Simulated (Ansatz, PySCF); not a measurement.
Precursor series Zr Cl-NH2. All species are isolated molecules in the gas phase. One relaxed conformer stands for each flexible species; it need not be the lowest.

Quantity: redistribution energy (mixed species minus the weighted end members), in kcal/mol.

Level 1: frozen-core MP2/def2-TZVPP // TPSS-D3(BJ)/def2-SVP (Ansatz, an electronic-structure program)
Level 2: B3LYP/6-31G* (LANL2DZ on Zr) // TPSS-D3(BJ)/def2-SVP (PySCF)
Level 3: B3LYP/LANL2DZ // TPSS-D3(BJ)/def2-SVP (PySCF)
Level 4: PBE/6-31G* (LANL2DZ on Zr) // TPSS-D3(BJ)/def2-SVP (PySCF)

```tsv
species	level 1	level 2	level 3	level 4
1 of 4 Cl replaced by NH2: [Zr(Cl)3(NH2)]	-3.65	-5.41	-7.50	-4.99
2 of 4 Cl replaced by NH2: [Zr(Cl)2(NH2)2]	-5.06	-7.30	-10.1	-6.55
3 of 4 Cl replaced by NH2: [Zr(Cl)(NH2)3]	-5.17	-7.52	-9.31	-7.30
```
